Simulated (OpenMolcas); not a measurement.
C: from CASSCF to CASPT2

```json
{"Program": "OpenMolcas", "Basis": "ANO-RCC-VTZP [4s3p2d1f]", "Scalar Hamiltonian": "DKH2, point nucleus", "Active space": "4 electrons in 8 orbitals (2s 2p 3s 3p)", "State averaging": "2S+1 = 3 even, 3 roots; 2S+1 = 1 even, 6 roots; 2S+1 = 5 odd, 1 root; 2S+1 = 3 odd, 8 roots; 2S+1 = 1 odd, 3 roots", "Spin-orbit coupling": "RASSI with atomic mean-field integrals over the reference wave functions, term energies averaged over their components"}
```

Methods on the same reference wave functions:
A. CASSCF
B. SS-CASPT2, IPEA 0.25 Eh, imaginary shift 0.1 Eh (closed shells correlated: 1s)
C. XMS-CASPT2, IPEA 0.25 Eh, imaginary shift 0.1 Eh (closed shells correlated: 1s)

Energies in cm-1 above 2s2 2p2 3P0, the measured ground level; measured values from NIST Handbook of Basic Atomic Spectroscopic Data.

```csv
Level,A,B,C,Measured
2s2 2p2 3P0,0.0,0.0,0.0,0.0
2s2 2p2 3P1,15.0,15.0,15.0,16.4
2s2 2p2 3P2,44.8,44.8,44.8,43.4
2s2 2p2 1D2,12058,10450,10460,10193
2s2 2p2 1S0,19045,21180,21610,21648
2s 2p3 5S* 2,25357,31560,32000,33735
2s 2p3 3D* 1,67894,63120,62790,64090
2s 2p3 3D* 2,67898,63130,62800,64091
2s 2p3 3D* 3,67903,63130,62800,64087
2s 2p3 3P* 0,75918,74470,74990,75256
2s 2p3 3P* 1,75922,74480,75000,75254
2s 2p3 3P* 2,75932,74490,75010,75255
```

Deviations, from unrounded energies. A percentage is the sum of absolute deviations over the sum of measured energies, with the sign that they share, or ± where signs differ.

| Against measurement | Levels | A | B | C |
| --- | --- | --- | --- | --- |
| mean absolute deviation (cm-1) | 11 | 2400 | 740 | 610 |
| fine structure of the ground term (%) | 2 | ±4.6 | ±4.6 | ±4.6 |
| other terms of the ground configuration (%) | 2 | ±14.0 | ±2.3 | ±1.0 |
| other configurations (%) | 7 | ±4.8 | -1.6 | -1.4 |

C lies closest to measurement on these levels and A furthest from it. The largest miss of C in the table is 2s 2p3 5S* 2, by -1700 cm-1. The ranking rests on the paired levels alone, and a cruder setting can come out closer through cancelling errors.

Between B and C the level of the table that moves most is 2s 2p3 3P* 0, by 520 cm-1 (lowest in B, highest in C). Moves below CASPT2's spread within the term are not significant.

The mean deviations of B to C differ by less than CASPT2's widest spread within a term (200 cm-1), so their order carries little weight.

From A to B the spin-free energies of the other terms of 2s2 2p2 shown, above 3P, scale by factors of 0.87 to 1.11.

The lowest spin-free term lies below A's lowest term by 0.053 hartree in B, 0.055 hartree in C.

CASPT2 does not keep the components of a term degenerate, so their means are used; among the terms shown or strongly mixed into the levels shown the widest spread is 200 cm-1 (2s 2p3 3D*, C). Over all roots computed the reference weight is 0.94 to 0.99 in C; the roots of lowest weight are the least certain, and an intruder state may touch them. The run also gave levels led by 2s2 2p 3s, which use shells meant for correlation; these and all levels above them are left out. Without dynamic correlation excited terms often stand tens of per cent too high (terms of higher spin than the ground term too low), and those without a measured partner can miss by more than the paired ones (holds for A). Computed and measured levels are paired by configuration, term and J; levels that our copy of the source lacks, or whose pairing is in doubt (as where it misses far off the trend of its configuration), stay unpaired and out of the deviations. Levels of configurations outside the active space are missing. Levels that lie high or do not pair safely by name in every column are left out.

* marks odd parity.
